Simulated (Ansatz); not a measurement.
C2H6BrFSi can be A, `CC[SiH](F)Br`, or B, `FC[SiH2]CBr`.

Program: Ansatz. Geometries: PBE0-D4/def2-TZVP. ΔE: electronic, gas phase. CBS: MP2 limit from def2 TZ/QZ plus the TZ coupled-cluster correction, frozen cores. Functionals use def2-TZVPP. B3LYP here is the variant with VWN-RPA as its local correlation; programs differ in this. For Br outer-core shells are correlated without core-valence functions, which leaves a few kJ/mol of doubt a bond. Scalar relativity is left out up to krypton. One conformer a species, not always the lowest.

A:

```xyz
11

C     1.226   -0.156   -0.807
C    -0.283   -0.247   -0.581
Si   -0.802    0.355    1.091
F    -0.089   -0.522    2.217
Br   -2.989    0.137    1.349
H     1.495   -0.510   -1.805
H     1.775   -0.762   -0.083
H     1.585    0.872   -0.717
H    -0.829    0.342   -1.327
H    -0.636   -1.278   -0.691
H    -0.453    1.769    1.353
```

B:

Z-matrix (Å, degrees):
```
C
Si 1 1.890
F 1 1.394 2 109.2
H 1 1.094 2 111.4 3 119.4
H 1 1.095 2 111.7 3 -119.7
C 2 1.878 1 109.4 3 -59.1
H 2 1.488 1 109.4 3 59.9
H 2 1.485 1 109.3 3 -179.6
Br 6 1.947 2 109.5 1 -63.4
H 6 1.089 2 112.9 1 178.0
H 6 1.089 2 111.9 1 54.6
```

**Question.** Which isomer does CCSD(T)/CBS put lower? Give the gap. (Estimate.)

**Answer.** Computed: A, by 88.2 kcal/mol.

**Question.** Give E(B) − E(A) in kcal/mol with PBE-D4, CCSD/def2-TZVPP, HF/def2-TZVPP, CCSD(T)/def2-TZVPP, r2SCAN-D4, B3LYP-D4, B3LYP. (Best estimate.)

**Answer.** The calculation gave: PBE-D4 82.7, CCSD/def2-TZVPP 87.1, HF/def2-TZVPP 89.3, CCSD(T)/def2-TZVPP 86.5, r2SCAN-D4 87.5, B3LYP-D4 84.9, B3LYP 85.0. None reverses the order clearly.

Largest T1 diagnostic: 0.010.

From PBE to PBE0 (25 % exact exchange), in def2-TZVPP and without D4, E(B) − E(A) moves by +3.0 kcal/mol.
